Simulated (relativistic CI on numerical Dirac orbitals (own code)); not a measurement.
## Xe VIII: calculation against measurement

Calculated at this level of theory: Dirac-Coulomb-Breit CI, separate exchange-only KLI orbitals for each configuration, a model potential for QED, unscaled Slater integrals (own radial code, finite nucleus).

Configuration list (outside the closed core [Kr]): 4d¹⁰5s, 4d¹⁰5p, 4d¹⁰5d, 4d¹⁰4f, 4d¹⁰5f, 4d¹⁰5g, 4d¹⁰6s, 4d⁹5s4f, 4d⁹5s², 4d¹⁰6p, 4d¹⁰6d, 4d⁹5s5p, 4d¹⁰7s, 4d¹⁰7p, 4d¹⁰6f, 4d¹⁰7d, 4d¹⁰8s, 4d¹⁰9s, 4d⁹5s5d, 4d⁹5s6s, 4d⁹5s6p. Double excitations out of closed p, d and f shells are left out; levels of such configurations are missing from the list, as are those of other unlisted configurations, and high levels can miss mixing partners.

| Configuration | Term (tabulated) | J | Measured (cm⁻¹) | Computed | Error | Purity (%) |
| --- | --- | --- | --- | --- | --- | --- |
| 4d¹⁰5s | 2S | 1/2 | 0.0 | 0 | 0 | 100 |
| 4d¹⁰5p | 2P° | 1/2 | 116467.0 | 111056 | -5411 | 99 |
| 4d¹⁰5p | 2P° | 3/2 | 135052.0 | 129145 | -5907 | 99 |
| 4d¹⁰4f | 2F° | 5/2 | 265161.0 | 263201 | -1960 | 100 |
| 4d¹⁰4f | 2F° | 7/2 | 265711.0 | 263541 | -2170 | 100 |
| 4d¹⁰5d | 2D | 3/2 | 309888.0 | 303849 | -6039 | 100 |
| 4d¹⁰5d | 2D | 5/2 | 312816.0 | 306628 | -6188 | 100 |
| 4d¹⁰6s | 2S | 1/2 | 395497.0 | 386474 | -9023 | 100 |
| 4d¹⁰6p | 2P° | 1/2 | 443378.0 | 433317 | -10061 | 100 |
| 4d¹⁰6p | 2P° | 3/2 | 450773.0 | 440449 | -10324 | 100 |
| 4d¹⁰5f | 2F° | 5/2 | 497579.0 | 489334 | -8245 | 100 |
| 4d¹⁰5f | 2F° | 7/2 | 498018.0 | 489723 | -8295 | 100 |
| 4d¹⁰6d | 2D | 3/2 | 527425.0 | 517057 | -10368 | 100 |
| 4d¹⁰6d | 2D | 5/2 | 528794.0 | 518317 | -10477 | 100 |
| 4d¹⁰7s | 2S | 1/2 | 565296.0 | 553426 | -11870 | 100 |
| 4d¹⁰7p | 2P° | 1/2 | 589827.0 | 577695 | -12132 | 100 |
| 4d¹⁰7p | 2P° | 3/2 | 593781.0 | 581344 | -12437 | 99 |
| 4d¹⁰6f | 2F° | 5/2 | 616368.0 | 604967 | -11401 | 69 |
| 4d¹⁰6f | 2F° | 7/2 | 616708.0 | 605635 | -11073 | 98 |
| 4d¹⁰7d | 2D | 3/2 | 634595.0 | 622437 | -12158 | 100 |
| 4d¹⁰7d | 2D | 5/2 | 635355.0 | 623139 | -12216 | 100 |
| 4d¹⁰8s | 2S | 1/2 | 655008.0 | 642170 | -12838 | 100 |
| 4d¹⁰9s | 2S | 1/2 | 708690.0 | 695150 | -13540 | 100 |
| 4d⁹5s4f | 2P° † | 1/2 | 811260.0 | 663642 | -147618 | 96 |
| 4d⁹5s4f | 2P° † | 3/2 | 811400.0 | 668698 | -142702 | 89 |

Measured levels from Saloman, J. Phys. Chem. Ref. Data 33, 765 (2004); pairs were made by configuration, J and term (by order where the table uses no LS term), so strongly mixed levels may be paired wrongly.

Mean error by configuration (cm⁻¹): 4d¹⁰5p -5659; 4d¹⁰4f -2065; 4d¹⁰5d -6113; 4d¹⁰6s -9023; 4d¹⁰6p -10192; 4d¹⁰5f -8270; 4d¹⁰6d -10423; 4d¹⁰7s -11870; 4d¹⁰7p -12285; 4d¹⁰6f -11237; 4d¹⁰7d -12187; 4d¹⁰8s -12838; 4d¹⁰9s -13540. Over the excited levels the mean absolute error is 9279 cm⁻¹ (24 of the 39 excited levels that our extract of the source holds in range could be paired, and the others can miss by more), and the median relative error of those above 1,000 cm⁻¹ is 2 %. † marks terms whose computed intervals miss the measured ones by more than a factor of 2.5, or configurations far off the rest, from wrong mixing, a near crossing or a doubtful label or measurement; they are left out of the means.
